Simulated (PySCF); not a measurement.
Simulated outer-valence photoelectron spectrum of `C[CH2][GaH2]`. Theory: EOM-IP-CCSD/aug-cc-pVDZ in PySCF, restricted Hartree–Fock reference, 11 core orbitals frozen, non-relativistic, gas phase, PBE0-D3(BJ)/def2-SVP geometry.

Each root has a Gaussian of 0.3 eV full width with its one-hole share as area; cross sections and vibrations are left out, and the highest printed point is 100.

(ionisation energy (eV), intensity): (9.3, 0), (9.4, 3), (9.5, 14), (9.6, 37), (9.7, 55), (9.8, 44), (9.9, 19), (10.0, 4), (10.1, 1), (10.2, 0), (10.3, 0), (10.4, 0), (10.5, 4), (10.6, 18), (10.7, 42), (10.8, 55), (10.9, 38), (11.0, 14), (11.1, 3), (11.2, 0), (11.3, 0), (11.4, 0), (11.5, 0), (11.6, 0), (11.7, 0), (11.8, 0), (11.9, 0), (12.0, 2), (12.1, 12), (12.2, 36), (12.3, 55), (12.4, 46), (12.5, 23), (12.6, 18), (12.7, 36), (12.8, 55), (12.9, 45), (13.0, 20), (13.1, 5), (13.2, 1), (13.3, 0), (13.4, 0), (13.5, 0), (13.6, 2), (13.7, 11), (13.8, 32), (13.9, 53), (14.0, 47), (14.1, 22), (14.2, 6), (14.3, 1), (14.4, 0), (14.5, 0), (14.6, 0), (14.7, 2), (14.8, 14), (14.9, 46), (15.0, 90), (15.1, 100), (15.2, 64), (15.3, 23), (15.4, 5), (15.5, 1)

Q: Where are the maxima, and how many lines lie under the curve?

A: 6 maxima, at 9.7, 10.8, 12.3, 12.8, 13.9 and 15.1 eV, from 7 lines. At this width some lines have no maximum of their own.

Q: List the lines with their holes.

A: 
```csv
E (eV),leading hole (HF orbital),area,Koopmans (eV)
9.71,HOMO,0.95,10.34
10.79,HOMO-1,0.94,11.29
12.32,HOMO-2,0.96,13.12
12.82,HOMO-3,0.95,13.84
13.93,HOMO-4,0.94,14.84
15.03,HOMO-5,0.95,16.12
15.11,HOMO-6,0.91,16.17
```

The widest gap, 1.53 eV, lies between 10.79 and 12.32 eV. Only orbitals with −ε under 21 eV, eight at most, were ionised, so the high end of the curve may lack lines.

One conformer stands for the species.
